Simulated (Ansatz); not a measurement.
Stepwise reaction of `[SiH3][N]([SiH3])[Mg][N]([SiH3])[SiH3]` with water, as a gas-phase model of exchange steps in deposition or etching. ΔE in kJ/mol.

Isolated molecules relaxed with PBE0-D4/def2-TZVP in Ansatz; ΔE leaves out vibrations. CCSD(T)/CBS adds triple-zeta CCSD(T) − MP2 to the extrapolated MP2 energy (def2 sets, frozen cores). This one scheme is used for every species. DFT in def2-TZVPP. B3LYP here is the variant with VWN-RPA as its local correlation; programs differ in this. For Mg outer-core shells are correlated without core-valence functions, which leaves a few kJ/mol of doubt a bond. Each species was taken in one conformer, which may not be the lowest.

```
step                                                              reaction  PBE-D4  B3LYP-D4  ωB97M-V  CCSD(T)/CBS
   2  `[OH][Mg][N]([SiH3])[SiH3]` + H₂O → `[OH][Mg][OH]` + `[SiH3]N[SiH3]`   -19.7     -26.6    -25.3        -15.9
```

(1) Give the row of step 1, `[SiH3][N]([SiH3])[Mg][N]([SiH3])[SiH3]` + H₂O → `[OH][Mg][N]([SiH3])[SiH3]` + `[SiH3]N[SiH3]`. (Estimate.)

(2) By hand: ΔE of the 2 steps together at CCSD(T)/CBS.

## Answers

(1) Ansatz gave: 
| step | reaction | PBE-D4 | B3LYP-D4 | ωB97M-V | CCSD(T)/CBS |
| --- | --- | --- | --- | --- | --- |
| 1 | `[SiH3][N]([SiH3])[Mg][N]([SiH3])[SiH3]` + H₂O → `[OH][Mg][N]([SiH3])[SiH3]` + `[SiH3]N[SiH3]` | -16.2 | -26.5 | -25.4 | -11.3 |

(2) (-11.3) + (-15.9) = -27.2 kJ/mol, or -13.6 kJ/mol a step.

In ΔE the steps differ by no more than 4.6 kJ/mol. All are downhill at CCSD(T)/CBS. PBE-D4 differs from CCSD(T)/CBS by -4.9 to -3.8 kJ/mol a step. Isolated molecules leave out the surface, adducts and barriers. Largest T1 diagnostic: 0.011.
